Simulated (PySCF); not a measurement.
**Co (cobalt, neutral) across methods**

[Ar] 3d7 4s1 4p1, one real determinant (an excited configuration). Calculation: PySCF 2.14, in aug-cc-pVTZ with one added diffuse shell each of s, p, d, f, g type (9s8p6d4f3g, 118 functions); no relativity, point nucleus.

```json
{"method": "PBEsol", "E (hartree)": "-1381.158", "mean ε 3d β (eV)": "-8.463", "mean ε 4s α (eV)": "-7.007", "mean ε 4p α (eV)": "-2.557", "Σ⟨r²⟩ (bohr²)": "43.78", "⟨S²⟩": "8.750"}
{"method": "PBE0", "E (hartree)": "-1382.417", "mean ε 3d β (eV)": "-10.881", "mean ε 4s α (eV)": "-7.846", "mean ε 4p α (eV)": "-3.295", "Σ⟨r²⟩ (bohr²)": "43.70", "⟨S²⟩": "8.751"}
{"method": "UHF", "E (hartree)": "-1381.36246", "mean ε 3d β (eV)": "-17.120", "mean ε 4s α (eV)": "-10.018", "mean ε 4p α (eV)": "-5.197", "Σ⟨r²⟩ (bohr²)": "44.27", "⟨S²⟩": "8.752"}
{"method": "PBE", "E (hartree)": "-1382.385", "mean ε 3d β (eV)": "-8.609", "mean ε 4s α (eV)": "-6.979", "mean ε 4p α (eV)": "-2.581", "Σ⟨r²⟩ (bohr²)": "44.14", "⟨S²⟩": "8.750"}
{"method": "LDA", "E (hartree)": "-1380.045", "mean ε 3d β (eV)": "-8.605", "mean ε 4s α (eV)": "-7.169", "mean ε 4p α (eV)": "-2.609", "Σ⟨r²⟩ (bohr²)": "43.77", "⟨S²⟩": "8.751"}
```

(1) Estimate the same row for r2SCAN.

⟨L²⟩ = 13.93 against 20 for a pure G term, so this real determinant mixes terms.

## Answers

(1) E (hartree) = -1382.625; mean ε 3d β (eV) = -8.829; mean ε 4s α (eV) = -7.225; mean ε 4p α (eV) = -2.737; Σ⟨r²⟩ (bohr²) = 43.05; ⟨S²⟩ = 8.751.
